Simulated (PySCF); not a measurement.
# Correlation energy of Ne⁺ (neon, charge +1)

[He] 2s1 2p5 3s1, high-spin 4P determinant (an excited configuration). Calculation: PySCF 2.14, in aug-cc-pCVTZ-DK (7s6p4d2f, 59 functions); the spin-free X2C one-electron Hamiltonian (Gaussian nucleus). Frozen: 1s2; 7 electrons correlated.

| level | correlation energy (mhartree) |
| --- | --- |
| CCSD | -194.05 |
| (T) | -15.16 |
| CCSD(T) | -209.21 |

Diagnostics: T1 = 0.0099, D1 = 0.0356, largest double amplitude 0.295.

The outer electron is Rydberg-like, and this basis confines it to a smaller radius and binds it less than a complete one would. A double-excitation amplitude exceeds 0.15, a sign of near-degeneracy.

Cost of the coupled-cluster step: about 5 core-seconds, for 7 correlated electrons.
